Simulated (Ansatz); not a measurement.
## Ansatz (development build ahead of 0.2.0) run

```yaml
crystal:
  periodic: [false, false, false]
  atoms:
    - { symbol: Be, position_ang: [1.05866, 0.00266, -0.00424] }
    - { symbol: Be, position_ang: [-1.05554, -0.00833, 8.0e-05] }
    - { symbol: Be, position_ang: [-0.00669, 1.7928, -0.00183] }
    - { symbol: Be, position_ang: [-0.00021, -1.80926, 0.00376] }
basis:
  gaussian: { orbitals: def2-SVP }
hamiltonian:
  xc: hf
output:
  forces: true
```

The input is written out in the form of the current development build from the run's settings.

Output:

| Quantity | Value |
| --- | --- |
| Converged | yes |
| Total energy | -58.21549 hartree |

Forces (eV/Å):
```tsv
atom	Fx	Fy	Fz
Be1	1.647	-0.030	-0.011
Be2	-1.677	-0.064	-0.004
Be3	0.021	-0.475	0.008
Be4	0.009	0.570	0.006
```
